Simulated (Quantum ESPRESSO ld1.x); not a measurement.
Values are calculated unless marked as measured or tabulated.
Question: The mean radii <r> (bohr) of the occupied orbitals of an atom or ion are listed with their occupations. Code: ld1.x of Quantum ESPRESSO 7.5. Model: scalar-relativistic Kohn-Sham, LDA (Slater exchange, Perdew-Wang correlation), spin-polarised, spherical densities, point nucleus.

| orbital | occ. | <r> |
|---|---|---|
| 1s up | 1 | 0.01836 |
| 1s down | 1 | 0.01836 |
| 2s up | 1 | 0.07765 |
| 2s down | 1 | 0.07765 |
| 2p up | 3 | 0.06951 |
| 2p down | 3 | 0.06951 |
| 3s up | 1 | 0.2008 |
| 3s down | 1 | 0.2008 |
| 3p up | 3 | 0.2008 |
| 3p down | 3 | 0.2008 |
| 3d up | 5 | 0.1819 |
| 3d down | 5 | 0.1819 |
| 4s up | 1 | 0.4267 |
| 4s down | 1 | 0.4265 |
| 4p up | 3 | 0.4450 |
| 4p down | 3 | 0.4447 |
| 4d up | 5 | 0.4543 |
| 4d down | 5 | 0.4538 |
| 5s up | 1 | 0.7992 |
| 5s down | 1 | 0.7982 |
| 5p up | 2 | 0.8431 |

Name the element and its charge. Open shells, if any, are filled with parallel spins first.

Answer: Z = 74, tungsten, charge +24: W24+ in [Kr] 4d10 5s2 5p2. The 1s radius gives Z: for a bare nucleus <r> = (2 gamma + 1)/(2Z) with gamma = sqrt(1 - (Z/c)^2), 0.01813 bohr for Z = 74, and screening makes it slightly larger (0.01836 here). The occupations add up to 50, and the charge is Z minus that.
